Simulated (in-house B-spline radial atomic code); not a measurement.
Ta IV (Ta3+): [Ne] 3s1 3p6 3d10 4s2 4p6 4d10 4f14 5s2 5p6 5d3 (with a hole in an inner shell)

Computed with a B-spline radial code for spherical atoms: Dirac-Hartree-Fock, average of configuration, Fermi nucleus of rms radius 5.3507 fm.

Effective charges: Z_r = [3n² - l(l+1)]/(2<r>) from the radius, Z_e = n√(-2ε) from the energy, and Slater's rules. Values are occupation-weighted means over j. An effective charge above Z reflects the relativistic contraction of the inner shells.

| shell | electrons | ε (eV) | <r> (bohr) | Z_r | Z_e | Slater |
| --- | --- | --- | --- | --- | --- | --- |
| 1s | 2 | -67953 | 0.01866 | 80.38 | 70.67 | 72.70 |
| 2s | 2 | -11880 | 0.07831 | 76.62 | 59.10 | 68.85 |
| 2p | 6 | -10490 | 0.0701 | 71.32 | 55.53 | 68.85 |
| 3s | 1 | -2836.7 | 0.2039 | 66.21 | 43.32 | 62.10 |
| 3p | 6 | -2396 | 0.2029 | 61.60 | 39.81 | 62.10 |
| 3d | 10 | -1874.4 | 0.1846 | 56.87 | 35.21 | 52.85 |
| 4s | 2 | -638.47 | 0.4555 | 52.69 | 27.40 | 46.10 |
| 4p | 6 | -494.72 | 0.4818 | 47.74 | 24.12 | 46.10 |
| 4d | 10 | -298.99 | 0.5157 | 40.72 | 18.75 | 34.85 |
| 5s | 2 | -120.27 | 1.095 | 34.24 | 14.87 | 16.35 |
| 4f | 14 | -81.914 | 0.5931 | 30.35 | 9.81 | 23.45 |
| 5p | 6 | -80.803 | 1.254 | 29.11 | 12.18 | 16.35 |
| 5d | 3 | -36.623 | 1.757 | 19.64 | 8.20 | 5.30 |

The least bound orbital is 5d5/2 at -36.3 eV, and it is also the most diffuse (<r> = 1.774 bohr). The part-filled 3s shell lies below the filled 5p shell in orbital energy.

Spin-orbit splittings of the orbital energies (j = l + 1/2 above j = l - 1/2 when positive): 2p 1275 eV, 3p 281 eV, 3d 60.83 eV, 4p 66.29 eV, 4d 12.54 eV, 4f 2.419 eV, 5p 9.968 eV, 5d 0.7962 eV.

For the 1s electron the small component carries 7.56 % of the norm, the zero-frequency Breit interaction raises the level by 231.3 eV, self-energy by 144.7 eV, and vacuum polarisation lowers it by 26.96 eV.
